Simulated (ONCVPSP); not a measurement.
## Configuration tests for Ru (ONCV)

Ru, optimised norm-conserving Vanderbilt (ONCV), made with ONCVPSP 4.0.1 (PBEsol, scalar-relativistic). Core [Ar] 3d10, reference 4s2 4p6 4d7 5s1. Waves: 4s+5s: rc 2.00 bohr, ncon 4, nbas 7, qcut 5.7 1/bohr, 3 projectors, debl 1.1 Ha; 4p: rc 1.05 bohr, ncon 4, nbas 7, qcut 8.1 1/bohr, 2 projectors, debl 0.8 Ha; 4d: rc 1.95 bohr, ncon 4, nbas 8, qcut 9.2 1/bohr, 2 projectors, debl 2.7 Ha. Local part: polynomial inside 0.80 bohr (lpopt 1, dvloc0 2 Ha). Core correction: none.

In the p channel the program set the typed energies aside and used -1.704, 0.250 Ha.

Energies are relative to the spin-unpolarised reference configuration 4s2 4p6 4d7 5s1; without spin polarisation the order of configurations can differ from experiment.

```tsv
valence configuration	charge	ΔE all-electron (eV)	error AE − PS (meV)
4s2 4p6 4d7 5s0	+1	7.300	-2.3
4s2 4p6 4d5 5s0	+3	56.094	-0.8
4s2 4p6 4d8 5s0	0	-0.330	-3.4
```

Question: What are ΔE and the potential's error for 4s2 4p6 4d6 5s0?

Answer: ΔE = 25.484 eV all-electron; the error (AE − PS) is -2.6 meV.
